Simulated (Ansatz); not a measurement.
Single points on Ta₂O₇H₄.

```yaml
crystal:
  periodic: [false, false, false]
  atoms:
    - {symbol: Ta, position_ang: [0.554687, 1.335520, -0.146257]}
    - {symbol: Ta, position_ang: [-1.395636, -1.159818, -0.406537]}
    - {symbol: O, position_ang: [0.327574, 1.602432, 1.566488]}
    - {symbol: O, position_ang: [-1.229690, 0.760173, -0.674734]}
    - {symbol: O, position_ang: [1.131464, 2.943401, -1.018226]}
    - {symbol: O, position_ang: [1.074583, -0.508598, -0.934670]}
    - {symbol: O, position_ang: [-0.203520, -1.776502, 1.032541]}
    - {symbol: O, position_ang: [-3.018202, -1.512413, 0.100444]}
    - {symbol: O, position_ang: [1.919579, -0.370199, 0.278646]}
    - {symbol: H, position_ang: [1.264345, 3.839597, -0.660239]}
    - {symbol: H, position_ang: [1.392232, -0.983399, 0.895285]}
    - {symbol: H, position_ang: [-1.286807, -2.091555, -1.934297]}
    - {symbol: H, position_ang: [-0.530609, -2.078648, 1.901566]}
basis:
  gaussian: {orbitals: def2-TZVP, initial_orbitals: start.molden}
hamiltonian: {xc: {name: r2SCAN0}, dispersion: d4}
scf: {omitted_lower_state_checks: [starts]}
output: {orbitals: {seedname: orbitals}}
```

The file start.molden holds the orbitals of an earlier run on this structure, at another level or in another basis.

```sh
$ ansatz run in.yaml --threads 4 --pin off --events-out ev --progress --plain --max-ram 4787MiB
```

Shortened log:

```
Functional definition: r2SCAN0
2049 factors; their error is unknown
mean field evaluation 1: about -17501.5077 eV, gradient 8.4e0 eV
mean field evaluation 2: about -17501.5787 eV, gradient 9.5e-2 eV
mean field evaluation 4: about -17501.6120 eV, gradient 3.1e-4 eV
mean field -17501.61197055 eV, -643.1723768990 hartree, gradient 1.8e-5 eV, S^2 0.000000; 0 other end points of the search recorded, 0 dependent functions left out
reference -17501.61198361 eV, -643.1723773789 hartree; 43, 43 occupied and 278, 278 virtual orbitals, 2049 factors
Total energy: -17501.72096779 eV, -643.1763824737 hartree
Checks for a lower state left out: starts
```

Hardware: 4 threads of Arm Neoverse N1 on a shared host. Wall time 25 s, peak host memory 1.4 GiB.

The first input with `hamiltonian: {xc: {name: wB97M-V}}` (abridged; 46 s):

```
Functional definition: wB97M-V
mean field -17503.82774840 eV, -643.2538052332 hartree, gradient 1.5e-5 eV, S^2 0.000000
Total energy: -17503.82781619 eV, -643.2538077245 hartree
Checks for a lower state left out: starts
```

As the first input, with `hamiltonian: {xc: pbe0, dispersion: d4}` (abridged; 18 s):

```
Functional definition: PBE0
mean field -17496.34308474 eV, -642.9787489170 hartree, gradient 1.2e-5 eV, S^2 0.000000
Total energy: -17496.64798234 eV, -642.9899536969 hartree
Checks for a lower state left out: starts
```

The first input with `gaussian: {orbitals: def2-TZVPD, initial_orbitals: start.molden}`, `hamiltonian: {xc: hse06, dispersion: d4}` (abridged; 30 s):

```
Functional definition: HSE06
mean field -17495.84921180 eV, -642.9605994210 hartree, gradient 1.4e-5 eV, S^2 0.000000
Total energy: -17496.13720024 eV, -642.9711828010 hartree
Checks for a lower state left out: starts
```

As the first input, with `correlation: {method: mp2}` and without the key `hamiltonian` (abridged; 21 s):

```
Functional definition: HF
mean field -17405.43011931 eV, -639.6377590603 hartree, gradient 1.3e-6 eV, S^2 0.000000
7 core orbitals not correlated: weight in the atoms' cores, before any rotation towards them, 1.000 or more for the frozen orbitals, at most 0.000 for the correlated occupied ones
second order -66.21135775 eV of doubles, -0.00000000 eV of singles
Total energy: -17471.64147706 eV, -642.0709815780 hartree
Checks for a lower state left out: starts
```

First input, but with `hamiltonian: {xc: r2scan, dispersion: d4}`, `output: {forces: true, orbitals: {seedname: orbitals}}` (abridged; 21 s):

```
Functional definition: r2SCAN
mean field -17507.88384525 eV, -643.4028640429 hartree, gradient 1.3e-5 eV, S^2 0.000000
Total energy: -17507.97565555 eV, -643.4062380092 hartree
Atom 0 force    -0.251714    -0.141636     0.406511 eV/Å
Atom 1 force    -0.397000     0.098514     0.334665 eV/Å
Atom 2 force     0.109228    -0.076502    -0.645645 eV/Å
Atom 3 force     0.333915    -0.216027     0.137162 eV/Å
Atom 4 force    -0.003138     0.217102     0.343932 eV/Å
Atom 5 force    -0.038782     0.234628     0.194855 eV/Å
Atom 6 force    -0.359622    -0.096334     0.317894 eV/Å
Atom 7 force     0.598192     0.136959    -0.186899 eV/Å
Atom 8 force    -0.425609    -0.207611     0.179086 eV/Å
Atom 9 force    -0.085135    -0.588749    -0.204854 eV/Å
Atom 10 force     0.320512     0.409662    -0.353814 eV/Å
Atom 11 force     0.044423     0.046565     0.053859 eV/Å
Atom 12 force     0.154730     0.183427    -0.576753 eV/Å
Dipole moment:     0.763508     0.261775     0.141869 e Å
Checks for a lower state left out: starts
```

Geometry: PBE-D4/def2-SVP.

In the def2 sets Ta takes a core potential; there is no spin–orbit coupling. HSE06 is defined as in plane-wave codes, on full-range PBE exchange. Correlated methods freeze 7 core orbitals; core or outer-core shells of Ta are correlated, in sets that lack core-valence functions. The structure holds one bond between oxygen atoms, so isomers without such links may lie far lower. At MP2/def2-TZVP the test of the restricted singlet for broken spin symmetry was undecided. The structure comes from a short search, and lower isomers may exist.
